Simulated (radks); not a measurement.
Results of a calculation; reference values are marked as such.
Q: Radial electron density D(r) = 4 pi r^2 rho(r) of an atom or ion with 14 electrons. Code: a radial shooting solver on a logarithmic mesh with Libxc functionals. Model: non-relativistic Kohn-Sham, PBE, spin-polarised, spherical densities, point nucleus.

r (bohr)  D(r) (e/bohr)   spin D(r)
0.003761         0.3480  -0.0000362
0.004274         0.4426  -0.0000459
0.004819         0.5535  -0.0000572
0.005434         0.6908  -0.0000710
0.006176         0.8727  -0.0000891
0.006963          1.083   -0.000110
0.007851          1.341   -0.000134
0.008852          1.654   -0.000163
0.01006           2.061   -0.000199
0.01134           2.521   -0.000238
0.01279           3.069   -0.000280
0.01454           3.762   -0.000325
0.01639           4.525   -0.000366
0.01848           5.403   -0.000396
0.021             6.472   -0.000404
0.02368           7.595   -0.000370
0.0267            8.824   -0.000267
0.0301            10.14  -0.0000514
0.03421           11.59    0.000372
0.03858           12.94     0.00104
0.04349           14.23     0.00211
0.04943           15.44     0.00389
0.05574           16.33     0.00639
0.06284           16.89      0.0100
0.07142           17.07      0.0156
0.08053           16.79      0.0228
0.0908            16.11      0.0325
0.1024            15.09      0.0452
0.1164            13.78      0.0626
0.1312            12.55      0.0826
0.1479            11.53       0.106
0.1681            10.91       0.134
0.1895            10.90       0.162
0.2137            11.49       0.188
0.2429            12.63       0.209
0.2739            13.93       0.220
0.3088            15.13       0.216
0.3482            15.87       0.197
0.3957            15.86       0.157
0.4461            14.96       0.108
0.503             13.26      0.0545
0.5717            10.84     0.00932
0.6446            8.360    -0.00589
0.7268            6.061      0.0204
0.826             4.131       0.105
0.9314            2.957       0.241
1.05              2.375       0.423
1.184             2.237       0.637
1.346             2.333       0.860
1.517             2.430        1.02
1.711             2.389        1.09
1.944             2.142        1.06
2.192             1.754       0.927
2.472             1.301       0.733
2.809            0.8447       0.509
3.167            0.5050       0.324
3.571            0.2710       0.186
4.026            0.1298      0.0950
4.576           0.05152      0.0404
5.16            0.01870      0.0155
5.818          0.005767     0.00502
6.612          0.001345     0.00122
7.455         0.0002784    0.000261

What is the nuclear charge?

A: Z = 15. The innermost maximum, from 1s, lies near 1/Z = 0.0667 bohr (found: 0.0703), and its height grows with Z. The density is that of the phosphorus ion P+ in [Ne] 3s2 3p2; the configuration itself is not fixed sharply by these data, and Z only to about a unit. D(r) has 3 maxima, at r = 0.0703, 0.371, 1.57 bohr, and minima at 0.179, 1.17 bohr, inside which lie 2.20, 10.38 electrons.
